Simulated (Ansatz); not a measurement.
A run for Ansatz (a quantum-chemistry and plane-wave program): U-B3LYP/def2-TZVPP on CH4N (SMILES C[NH]), 2S+1 = 2.

Ansatz 0.2 input:
```yaml
crystal:
  periodic: [false, false, false]
  atoms:
    - {symbol: C, position_ang: [-0.59841692, 0.14377791, 0.11794683]}
    - {symbol: N, position_ang: [0.72702681, -0.29066797, -0.22706918]}
    - {symbol: H, position_ang: [-0.74970675, 0.14997876, 1.20736273]}
    - {symbol: H, position_ang: [-1.34643166, -0.50672559, -0.33425032]}
    - {symbol: H, position_ang: [-0.78319162, 1.17615204, -0.21343822]}
    - {symbol: H, position_ang: [1.38331037, 0.35470902, 0.22358723]}
basis:
  gaussian:
    orbitals: def2-TZVPP
hamiltonian:
  xc: {name: B3LYP}
magnetization: {spin_polarized: true, initial_magnetization: 1}
accuracy: high
phonons: {}
```

The log:

```
WARN ansatz: RAYON_NUM_THREADS=1 ignored (pool sized by the plan → 1); use --threads N
Functional definition: B3LYP
integrals: 0.19 GiB planned
2242 factors; integrals over basis functions are off by at most 2.0e-9 eV
mean field: 0.64 GiB planned
mean field evaluation 1: about -2586.3539 eV, gradient 3.4e1 eV
mean field evaluation 2: about -2583.5479 eV, gradient 4.1e1 eV
mean field evaluation 4: about -2591.4589 eV, gradient 2.2e0 eV
mean field evaluation 8: about -2591.5120 eV, gradient 6.5e-2 eV
mean field evaluation 16: about -2591.5120 eV, gradient 1.5e-5 eV
mean field -2591.51203665 eV, -95.2363107570 hartree, gradient 4.1e-8 eV, S^2 0.753793; 0 other end points of the search recorded, 0 dependent functions left out
the calculation of the forces begins
reference -2591.51207070 eV, -95.2363120081 hartree; 9, 8 occupied and 109, 110 virtual orbitals, 2242 factors
these checks for a lower state are left out or cut short: stability, starts, cluster_reference, orbital_swaps, neighbouring_geometries, increment
integrals: 0.19 GiB planned
2242 factors; integrals over basis functions are off by at most 2.0e-9 eV
mean field: 0.64 GiB planned
mean field evaluation 32: about -2591.5119 eV, gradient 1.9e-8 eV
mean field -2591.51187590 eV, -95.2363048494 hartree, gradient 1.9e-8 eV, S^2 0.753784; 0 other end points of the search recorded, 0 dependent functions left out
the calculation of the forces begins
reference -2591.51190992 eV, -95.2363060998 hartree; 9, 8 occupied and 109, 110 virtual orbitals, 2242 factors
these checks for a lower state are left out or cut short: stability, starts, cluster_reference, orbital_swaps, neighbouring_geometries, increment
integrals: 0.19 GiB planned
2242 factors; integrals over basis functions are off by at most 2.0e-9 eV
mean field: 0.64 GiB planned
mean field -2591.51187635 eV, -95.2363048659 hartree, gradient 1.9e-8 eV, S^2 0.753803; 0 other end points of the search recorded, 0 dependent functions left out
the calculation of the forces begins
reference -2591.51191041 eV, -95.2363061176 hartree; 9, 8 occupied and 109, 110 virtual orbitals, 2242 factors
these checks for a lower state are left out or cut short: stability, starts, cluster_reference, orbital_swaps, neighbouring_geometries, increment
integrals: 0.19 GiB planned
2242 factors; integrals over basis functions are off by at most 2.0e-9 eV
mean field: 0.64 GiB planned
mean field -2591.51189233 eV, -95.2363054534 hartree, gradient 2.4e-8 eV, S^2 0.753798; 0 other end points of the search recorded, 0 dependent functions left out
the calculation of the forces begins
reference -2591.51192639 eV, -95.2363067050 hartree; 9, 8 occupied and 109, 110 virtual orbitals, 2242 factors
these checks for a lower state are left out or cut short: stability, starts, cluster_reference, orbital_swaps, neighbouring_geometries, increment
integrals: 0.19 GiB planned
2242 factors; integrals over basis functions are off by at most 2.0e-9 eV
mean field: 0.64 GiB planned
mean field -2591.51189158 eV, -95.2363054256 hartree, gradient 2.5e-8 eV, S^2 0.753789; 0 other end points of the search recorded, 0 dependent functions left out
the calculation of the forces begins
reference -2591.51192561 eV, -95.2363066761 hartree; 9, 8 occupied and 109, 110 virtual orbitals, 2242 factors
these checks for a lower state are left out or cut short: stability, starts, cluster_reference, orbital_swaps, neighbouring_geometries, increment
integrals: 0.19 GiB planned
2242 factors; integrals over basis functions are off by at most 2.0e-9 eV
mean field: 0.64 GiB planned
mean field evaluation 64: about -2591.5119 eV, gradient 3.0e-8 eV
mean field -2591.51192671 eV, -95.2363067166 hartree, gradient 1.4e-8 eV, S^2 0.753789; 0 other end points of the search recorded, 0 dependent functions left out
the calculation of the forces begins
reference -2591.51196077 eV, -95.2363079682 hartree; 9, 8 occupied and 109, 110 virtual orbitals, 2242 factors
these checks for a lower state are left out or cut short: stability, starts, cluster_reference, orbital_swaps, neighbouring_geometries, increment
integrals: 0.19 GiB planned
2242 factors; integrals over basis functions are off by at most 2.0e-9 eV
mean field: 0.64 GiB planned
mean field -2591.51192630 eV, -95.2363067017 hartree, gradient 1.5e-8 eV, S^2 0.753798; 0 other end points of the search recorded, 0 dependent functions left out
the calculation of the forces begins
reference -2591.51196033 eV, -95.2363079522 hart
[...]
eighbouring_geometries, increment
integrals: 0.19 GiB planned
2242 factors; integrals over basis functions are off by at most 2.0e-9 eV
mean field: 0.64 GiB planned
mean field -2591.51202415 eV, -95.2363102975 hartree, gradient 2.7e-8 eV, S^2 0.753795; 0 other end points of the search recorded, 0 dependent functions left out
the calculation of the forces begins
reference -2591.51205819 eV, -95.2363115486 hartree; 9, 8 occupied and 109, 110 virtual orbitals, 2242 factors
these checks for a lower state are left out or cut short: stability, starts, cluster_reference, orbital_swaps, neighbouring_geometries, increment
integrals: 0.19 GiB planned
2242 factors; integrals over basis functions are off by at most 2.0e-9 eV
mean field: 0.64 GiB planned
mean field -2591.51202418 eV, -95.2363102985 hartree, gradient 1.7e-8 eV, S^2 0.753791; 0 other end points of the search recorded, 0 dependent functions left out
the calculation of the forces begins
reference -2591.51205822 eV, -95.2363115496 hartree; 9, 8 occupied and 109, 110 virtual orbitals, 2242 factors
these checks for a lower state are left out or cut short: stability, starts, cluster_reference, orbital_swaps, neighbouring_geometries, increment
integrals: 0.19 GiB planned
2242 factors; integrals over basis functions are off by at most 2.0e-9 eV
mean field: 0.64 GiB planned
mean field evaluation 128: about -2591.5119 eV, gradient 3.3e-5 eV
mean field -2591.51194344 eV, -95.2363073314 hartree, gradient 2.8e-8 eV, S^2 0.753798; 0 other end points of the search recorded, 0 dependent functions left out
the calculation of the forces begins
reference -2591.51197749 eV, -95.2363085829 hartree; 9, 8 occupied and 109, 110 virtual orbitals, 2242 factors
these checks for a lower state are left out or cut short: stability, starts, cluster_reference, orbital_swaps, neighbouring_geometries, increment
integrals: 0.19 GiB planned
2242 factors; integrals over basis functions are off by at most 2.0e-9 eV
mean field: 0.64 GiB planned
mean field -2591.51194233 eV, -95.2363072906 hartree, gradient 2.9e-8 eV, S^2 0.753789; 0 other end points of the search recorded, 0 dependent functions left out
the calculation of the forces begins
reference -2591.51197636 eV, -95.2363085412 hartree; 9, 8 occupied and 109, 110 virtual orbitals, 2242 factors
these checks for a lower state are left out or cut short: stability, starts, cluster_reference, orbital_swaps, neighbouring_geometries, increment
integrals: 0.19 GiB planned
2242 factors; integrals over basis functions are off by at most 2.0e-9 eV
mean field: 0.64 GiB planned
mean field -2591.51197289 eV, -95.2363084137 hartree, gradient 1.4e-8 eV, S^2 0.753793; 0 other end points of the search recorded, 0 dependent functions left out
the calculation of the forces begins
reference -2591.51200693 eV, -95.2363096646 hartree; 9, 8 occupied and 109, 110 virtual orbitals, 2242 factors
these checks for a lower state are left out or cut short: stability, starts, cluster_reference, orbital_swaps, neighbouring_geometries, increment
integrals: 0.19 GiB planned
2242 factors; integrals over basis functions are off by at most 2.0e-9 eV
mean field: 0.64 GiB planned
mean field -2591.51197344 eV, -95.2363084341 hartree, gradient 1.4e-8 eV, S^2 0.753793; 0 other end points of the search recorded, 0 dependent functions left out
the calculation of the forces begins
reference -2591.51200749 eV, -95.2363096853 hartree; 9, 8 occupied and 109, 110 virtual orbitals, 2242 factors
these checks for a lower state are left out or cut short: stability, starts, cluster_reference, orbital_swaps, neighbouring_geometries, increment
integrals: 0.19 GiB planned
2242 factors; integrals over basis functions are off by at most 2.0e-9 eV
mean field: 0.64 GiB planned
mean field evaluation 160: about -2591.4791 eV, gradient 1.7e-1 eV
mean field -2591.51200110 eV, -95.2363094504 hartree, gradient 1.3e-8 eV, S^2 0.753793; 0 other end points of the search recorded, 0 dependent functions left out
the calculation of the forces begins
reference -2591.51203513 eV, -95.2363107013 hartree; 9, 8 occupied and 109, 110 virtual orbitals, 2242 factors
these checks for a lower state are left out or cut short: stability, starts, cluster_reference, orbital_swaps, neighbouring_geometries, increment
integrals: 0.19 GiB planned
2242 factors; integrals over basis functions are off by at most 2.0e-9 eV
mean field: 0.64 GiB planned
mean field -2591.51200102 eV, -95.2363094474 hartree, gradient 1.4e-8 eV, S^2 0.753793; 0 other end points of the search recorded, 0 dependent functions left out
the calculation of the forces begins
reference -2591.51203507 eV, -95.2363106987 hartree; 9, 8 occupied and 109, 110 virtual orbitals, 2242 factors
these checks for a lower state are left out or cut short: stability, starts, cluster_reference, orbital_swaps, neighbouring_geometries, increment
integrals: 0.19 GiB planned
2242 factors; integrals over basis functions are off by at most 2.0e-9 eV
mean field: 0.64 GiB planned
mean field -2591.51196008 eV, -95.2363079430 hartree, gradient 2.1e-8 eV, S^2 0.753798; 0 other end points of the search recorded, 0 dependent functions left out
the calculation of the forces begins
reference -2591.51199411 eV, -95.2363091937 hartree; 9, 8 occupied and 109, 110 virtual orbitals, 2242 factors
these checks for a lower state are left out or cut short: stability, starts, cluster_reference, orbital_swaps, neighbouring_geometries, increment
integrals: 0.19 GiB planned
2242 factors; integrals over basis functions are off by at most 2.0e-9 eV
mean field: 0.64 GiB planned
mean field evaluation 192: about -2591.5120 eV, gradient 2.1e-8 eV
mean field -2591.51195984 eV, -95.2363079341 hartree, gradient 2.1e-8 eV, S^2 0.753788; 0 other end points of the search recorded, 0 dependent functions left out
the calculation of the forces begins
reference -2591.51199389 eV, -95.2363091856 hartree; 9, 8 occupied and 109, 110 virtual orbitals, 2242 factors
these checks for a lower state are left out or cut short: stability, starts, cluster_reference, orbital_swaps, neighbouring_geometries, increment
integrals: 0.19 GiB planned
2242 factors; integrals over basis functions are off by at most 2.0e-9 eV
mean field: 0.64 GiB planned
mean field -2591.51200476 eV, -95.2363095849 hartree, gradient 2.3e-8 eV, S^2 0.753796; 0 other end points of the search recorded, 0 dependent functions left out
the calculation of the forces begins
reference -2591.51203880 eV, -95.2363108359 hartree; 9, 8 occupied and 109, 110 virtual orbitals, 2242 factors
these checks for a lower state are left out or cut short: stability, starts, cluster_reference, orbital_swaps, neighbouring_geometries, increment
integrals: 0.19 GiB planned
2242 factors; integrals over basis functions are off by at most 2.0e-9 eV
mean field: 0.64 GiB planned
mean field -2591.51200447 eV, -95.2363095742 hartree, gradient 2.1e-8 eV, S^2 0.753790; 0 other end points of the search recorded, 0 dependent functions left out
the calculation of the forces begins
reference -2591.51203851 eV, -95.2363108253 hartree; 9, 8 occupied and 109, 110 virtual orbitals, 2242 factors
Total energy: -2591.51207070 eV, -95.2363120081 hartree
Atom 0 at    -0.598417     0.143778     0.117947 Å, force     0.000179    -0.000093    -0.000071 eV/Å
Atom 1 at     0.727027    -0.290668    -0.227069 Å, force    -0.000310     0.000138     0.000107 eV/Å
Atom 2 at    -0.749707     0.149979     1.207363 Å, force     0.000005    -0.000005     0.000040 eV/Å
Atom 3 at    -1.346432    -0.506726    -0.334250 Å, force     0.000024    -0.000044    -0.000032 eV/Å
Atom 4 at    -0.783192     1.176152    -0.213438 Å, force     0.000003     0.000036    -0.000017 eV/Å
Atom 5 at     1.383310     0.354709     0.223587 Å, force     0.000100    -0.000034    -0.000027 eV/Å
Dipole moment:    -0.146657     0.310771     0.227910 e Å
Vibrations: 252.38 948.96 1006.51 1044.06 1335.08 1392.38 1475.65 1484.57 2947.11 2978.47 3087.93 3387.35 cm⁻¹, zero-point energy 1.322939 eV
```

The run converged.

Cost: roughly 2.9 core-minutes.
